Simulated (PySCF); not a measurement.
# Reading the logs of faulty runs: BGeH4O anion

These are calculations, not measurements. The program is PySCF 2.14.0, an open-source quantum chemistry code, run on an isolated molecule that a program drew, which may never have been made. The molecule is BGeH4O anion (charge -1, singlet), drawn as the SMILES string `O[BH][GeH2-]`.

Each row is a Hartree-Fock (HF) and frozen-core CCSD(T) single point in the aug-cc-pVDZ basis, meant for a local HF minimum. Run 1 is clean. Each other run has one planted mistake out of seven kinds, and not every kind appears here: one electron removed, one electron added, multiplicity raised by two, geometry at a saddle point, minimal basis STO-3G, one bond length entered in bohr, all coordinates scaled. The reference is restricted for singlets and unrestricted otherwise, and also for a bond in bohr. Adding or removing an electron swaps singlet and doublet. Electrons count all cores. HOMO and LUMO are orbital energies over both spins, the gradient is its largest component, and the lowest frequency (negative if imaginary) is given only where the gradient is small. Bond lengths are over the 6 bonds as drawn. T1 is the CCSD diagnostic: over 0.02 (restricted) or 0.045 (unrestricted) a single reference is doubtful. Germanium has the aug-cc-pVDZ-PP basis, with a core potential (ECP10MDF) in place of its 10 inner electrons, and its 3s, 3p and 3d shells are frozen in CCSD(T).

Geometry of the clean run:
```xyz
7
BGeH4O anion, angstrom
O     0.2118   -1.8057   -0.2411
B     0.4226   -0.7700    0.6623
Ge    1.0902   -1.0146    2.6212
H     0.0611   -1.4881   -1.1141
H     0.3605    0.3471    0.1531
H     0.2711   -2.2795    3.1287
H     0.2440    0.1294    3.3365
```

| run | electrons | basis functions | <S^2> | HOMO (eV) | LUMO (eV) | gradient (hartree/bohr) | lowest frequency (cm^-1) | mean bond (Å) | longest bond (Å) | T1 | HF (hartree) | CCSD(T) (hartree) | mistake |
|---|---|---|---|---|---|---|---|---|---|---|---|---|---|
| 1 | 50 | 114 | 0.000 | -1.75 | 3.49 | 1.9e-05 | 213 | 1.4712 | 2.084 | 0.0200 | -395.28270 | -395.74094 | no fault |
| 2 | 50 | 114 | 0.000 | -2.02 | 3.51 | 5.3e-02 | - | 1.5610 | 2.211 | 0.0215 | -395.26602 | -395.73194 | all coordinates scaled |
| 3 | 50 | 114 | 0.000 | -0.85 | 3.60 | 5.8e-05 | -429 | 1.4328 | 1.964 | 0.0181 | -395.26863 | -395.73011 | geometry at a saddle point |
| 4 | 50 | 114 | 2.013 | 0.74 | 2.54 | 6.0e-02 | - | 1.4712 | 2.084 | 0.0405 | -395.22489 | -395.65627 | ? |

**Which mistake was planted in run 4, and what did it cost?**

Electrons, basis and geometry are unchanged, and <S^2> is 2.013, beside S(S+1) = 2.00 for a multiplicity of 3. So the mistake is: multiplicity raised by two. Subtracting run 1 and multiplying by 627.51 kcal/mol a hartree, the energy moved by 36.3 kcal/mol in HF and 53.1 kcal/mol in CCSD(T).

Cautions from the logs. Run 2: T1 is over the limit, so its CCSD(T) energy is less reliable; run 4: the HOMO is above zero, so the electron isn't bound and the energy depends on the basis.
